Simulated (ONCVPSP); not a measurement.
# How hard is this Sr (Z = 38) ONCV potential?

* Element: strontium
* Generator: ONCVPSP 4.0.1
* Type: optimised norm-conserving Vanderbilt (ONCV)
* Functional: PBE
* Relativity: fully relativistic
* Frozen core: [Ar] 3d10
* Valence charge: 10
* Reference configuration: 4s2 4p6 5s2
* Partial waves: 4s+5s: rc 2.60 bohr, ncon 3, nbas 6, qcut 4 1/bohr, 2 projectors; 4p: rc 2.25 bohr, ncon 3, nbas 7, qcut 5.5 1/bohr, 2 projectors, debl 0.7 Ha; d scattering state at 0.22 Ha: rc 2.50 bohr, ncon 4, nbas 7, qcut 3.6 1/bohr, 2 projectors, debl 1.7 Ha
* Local potential: polynomial inside 1.65 bohr (lpopt 5, dvloc0 6 Ha)
* Core correction: none

Open shells are filled in proportion to 2j + 1.

In the p channel the program set the typed energies aside and used -0.825, 0.250 Ha (j = l + 1/2; the other j can differ). In the d channel the program set the typed energies aside and used 0.050, 1.750 Ha (j = l + 1/2; the other j can differ).

Q: For each optimised wave give the share of its norm inside rc, the residual kinetic energy above qcut (Ha) and the cutoffs (Ha) for errors of 10, 1, 0.1 and 0.01 mHa per electron.

A:

```json
{"wave": "4s", "norm inside rc": "0.983", "residual KE": "1.4e-06", "10 mHa": "2.9", "1 mHa": "4.0", "0.1 mHa": "4.9", "0.01 mHa": "5.7"}
{"wave": "5s", "norm inside rc": "0.102", "residual KE": "1.2e-05", "10 mHa": "2.1", "1 mHa": "3.3", "0.1 mHa": "4.5", "0.01 mHa": "8.6"}
{"wave": "4p j=3/2", "norm inside rc": "0.875", "residual KE": "2.0e-07", "10 mHa": "5.8", "1 mHa": "7.8", "0.1 mHa": "9.5", "0.01 mHa": "10.8"}
{"wave": "p projector 2 j=3/2", "norm inside rc": "0.124", "residual KE": "7.0e-07", "10 mHa": "5.2", "1 mHa": "7.2", "0.1 mHa": "8.6", "0.01 mHa": "9.9"}
{"wave": "4p j=1/2", "norm inside rc": "0.887", "residual KE": "1.2e-07", "10 mHa": "6.2", "1 mHa": "8.2", "0.1 mHa": "10.1", "0.01 mHa": "11.4"}
{"wave": "p projector 2 j=1/2", "norm inside rc": "0.124", "residual KE": "5.6e-07", "10 mHa": "5.5", "1 mHa": "7.5", "0.1 mHa": "9.1", "0.01 mHa": "10.6"}
{"wave": "d projector 1 j=5/2", "norm inside rc": "0.085", "residual KE": "1.0e-03", "10 mHa": "4.1", "1 mHa": "6.6", "0.1 mHa": "21.6", "0.01 mHa": "27.4"}
{"wave": "d projector 2 j=5/2", "norm inside rc": "0.197", "residual KE": "4.4e-02", "10 mHa": "8.4", "1 mHa": "17.0", "0.1 mHa": "32.2", "0.01 mHa": "36.8"}
{"wave": "d projector 1 j=3/2", "norm inside rc": "0.368", "residual KE": "3.7e-03", "10 mHa": "5.4", "1 mHa": "11.9", "0.1 mHa": "25.4", "0.01 mHa": "30.2"}
{"wave": "d projector 2 j=3/2", "norm inside rc": "0.198", "residual KE": "4.6e-02", "10 mHa": "8.5", "1 mHa": "17.6", "0.1 mHa": "32.7", "0.01 mHa": "37.3"}
```

The occupied waves need 8.2 Ha and 10 Ha for 1 and 0.1 mHa.
